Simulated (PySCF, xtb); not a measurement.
Si(Cl)(H)(SMe)2 (C₂H₇ClS₂Si), SMILES CS[SiH](Cl)SC.

GFN2-xTB (xtb) at its own geometry gives an orbital gap of 4.07 eV and a dipole moment of 2.69 D.

Geometry: PBE-D3(BJ)/def2-SVP. One conformer was computed; it need not be the lowest.

Task: What does PBE/def2-TZVP (PySCF) give? (An estimate is asked for; the answer gives what the named calculation found.)

Result: gap 4.79 eV (levels -6.00 and -1.21 eV), dipole 2.82 D.
